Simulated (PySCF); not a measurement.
Compound: CH₈B₂N₂.
Numbering: `[BH2:1][N:2]([CH3:3])[BH:4][NH2:5]` (hydrogens: H6, H7 on B1; H8, H9, H10 on C3; H11 on B4; H12, H13 on N5)

The calculation used PySCF 2.14.0, PBE0-D3(BJ)/def2-SVP geometry optimisation, gas phase.

Task: List the bond lengths, angles and torsions at this level.

Result: 
```tsv
bond	length (Å)
B1–N2	1.407
N2–C3	1.452
N2–B4	1.454
B4–N5	1.399
B1–H6, B1–H7	1.210
C3–H8, C3–H9, C3–H10	1.102
B4–H11	1.207
N5–H12, N5–H13	1.011
```

Bonds in one row agree within 0.01 Å and their mean is given. A selection of angles:
```tsv
angle	degrees
N2–B1–H6	119.1
H6–B1–H7	121.3
B1–N2–C3	120.9
B1–N2–B4	120.7
C3–N2–B4	118.4
N2–C3–H8	111.4
N2–C3–H10	110.4
H8–C3–H9	107.7
N2–B4–N5	121.6
N2–B4–H11	119.3
N5–B4–H11	119.2
B4–N5–H12	125.0
B4–N5–H13	121.4
H12–N5–H13	113.6
```

Torsions: B1–N2–B4–N5 180° (antiperiplanar).

The 5 heavy atoms lie in one plane (0.000 Å rms). B1 (three-coordinate boron) is planar (angles 121.3°, 119.6° and 119.1°, sum 360.0°, 0.00 Å off the plane of its three neighbours). N2 (boron-bound nitrogen) is planar (angles 120.9°, 120.7° and 118.4°, sum 360.0°, 0.00 Å off the plane of its three neighbours). B4 (three-coordinate boron) is planar (angles 121.6°, 119.3° and 119.2°, sum 360.0°, 0.00 Å off the plane of its three neighbours). The B–N distances run from 1.399 Å (B4–N5, drawn single) to 1.454 Å (N2–B4, drawn single), a spread of 0.055 Å. N5 (boron-bound nitrogen) is planar (angles 125.0°, 121.4° and 113.6°, sum 360.0°, 0.00 Å off the plane of its three neighbours). Of the pairs four or more bonds apart, C3···H12 is among the closest relative to their van der Waals radii: 2.62 Å, 90 % of the sum of Bondi's values.

Point group: Cs (tolerance 0.08 Å). Stationary, but not proved a minimum. One conformer, not necessarily the lowest.
